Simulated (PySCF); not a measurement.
Identify the unknown among the candidates.

All candidates are C4H6FOP.

| technique | computed result |
| --- | --- |
| 1H NMR | chemical shifts (computed TMS as zero) by class: 8.29 (1 H), 6.11 (1 H), 2.46 (1 H), 2.26 (1 H), 2.13 (1 H), 2.11 (1 H) ppm [GIAO PBE0/pcSseg-1] |
| Rotational structure | rotational constants A, B, C: 2.721, 2.557, 1.408 GHz [GFN2-xTB] |
| NMR, other nuclei | isotropic shieldings of nuclei other than C and H, by class: 245 (1 O), 308 (1 F), 329 (1 P) ppm [GIAO PBE0/pcSseg-1] |
| Polarisability | 68.8 au [wB97X-D/def2-SVPD] |
| UV, first state | lowest singlet excitation: 6.27 eV (198 nm, f = 0.023) [TDDFT wB97X-D/def2-SVPD] |
| 13C NMR | chemical shifts (computed TMS as zero) by class: 173.4 (1 C), 127.7 (1 C), 30.2 (1 C), 22.8 (1 C) ppm [GIAO PBE0/pcSseg-1] |

Electronic properties: PySCF, gas phase, density fitting. Levels stand in brackets. One conformer (not necessarily the lowest) at the GFN2-xTB geometry, without solvent, vibrations or thermal averaging. NMR classes are plain means over equivalent atoms (diastereotopic ones count apart unless rotation or inversion swaps them), as if these changed places fast.

**Question.** Which candidate is it?
A. `CC(=O)/P=C(\C)F`
B. `O=[P@@H]1CCC=C1F`
C. `CC1=C(F)[P@@]1(C)=O`
D. `O=[P@H]1CC=C(F)C1`

**Answer.** B. It is `O=[P@@H]1CCC=C1F`. Numbering: `[O:1]=[P@@H:2]1[CH2:3][CH2:4][CH:5]=[C:6]1[F:7]`. 4 carbons fall into 4 classes; from least to most shielded: vinylic C–F carbon [C6] (173.4 ppm), alkene CH carbon [C5] (127.7 ppm), ring sp3 carbon bound to phosphorus [C3] (30.2 ppm), allylic carbon [C4] (22.8 ppm). Hydrogen classes from least to most shielded: 1 H on a phosphoryl phosphorus, P2 (8.29 ppm), 1 H on an alkene CH carbon, C5 (6.11 ppm), 1 H on an allylic carbon, C4 (2.46 ppm), 1 H on an allylic carbon, C4 (2.26 ppm), 1 H on an sp3 carbon bound to phosphorus, C3 (2.13 ppm), 1 H on an sp3 carbon bound to phosphorus, C3 (2.11 ppm). The other shieldings belong to: 245 ppm, phosphoryl oxygen [O1]; 308 ppm, vinyl fluorine [F7]; 329 ppm, phosphoryl phosphorus [P2]. The optimised geometry has point group C1 and is an asymmetric top.

The others, at the same levels:
- `CC(=O)/P=C(\C)F` fails: its computed 13C shifts are 259.2 (1 C), 225.5 (1 C), 40.8 (1 C), 32.9 (1 C) ppm, 1H shifts are 3.00 (3 H), 2.72 (3 H) ppm and rotational constant A is 4.308 GHz (against 2.721 GHz).
- `CC1=C(F)[P@@]1(C)=O` fails: its computed 13C shifts are 188.5 (1 C), 149.0 (1 C), 22.3 (1 C), 11.7 (1 C) ppm and 1H shifts are 2.21 (3 H), 1.83 (3 H) ppm.
- `O=[P@H]1CC=C(F)C1` fails: its computed 13C shifts are 167.0 (1 C), 105.8 (1 C), 33.3 (1 C), 33.2 (1 C) ppm, 1H shifts are 7.62 (1 H), 5.21 (1 H), 2.86 (1 H), 2.73 (1 H), 2.55 (1 H), 2.54 (1 H) ppm and rotational constant A is 5.156 GHz (against 2.721 GHz).

Each candidate is one conformer, not necessarily the lowest. The conformers computed, where there is a choice (atom-mapped SMILES and torsion angles):
- `[CH3:1][C:2](=[O:3])/[P:4]=[C:5](\[CH3:6])[F:7]`: C1–C2–P4–C5 -176°

The conformers of `O=[P@@H]1CCC=C1F` and `O=[P@H]1CC=C(F)C1` aren't listed.
